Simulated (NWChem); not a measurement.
System: BaClF; SMILES [F][Ba][Cl]

NWChem input:

```
start job
memory heap 200 mb stack 900 mb global 1100 mb
geometry units angstroms noautoz
  Ba    -0.167185    -0.336135     0.000000
  F      1.667635    -1.599131     0.000000
  Cl    -0.018124     2.434624     0.000000
end
basis spherical
  * library def2-svp
end
ecp
  Ba library def2-ecp
end
dft
  xc m05-2x
  iterations 150
  mulliken
end
task dft energy
```

The geometry was optimised at PBE0/def2-SVP. def2 effective core potentials on Ba; no spin-orbit coupling.

Q: Predict the main results of this run. (M05-2X/def2-SVP with def2 effective core potentials on Ba.) Quantities: energy (Ha); highest occupied level (eV); orbital gap (eV); dipole (D).

A: 
- energy (Ha) = -585.37
- highest occupied level (eV) = -8.44
- orbital gap (eV) = 7.35
- dipole (D) = 7.72
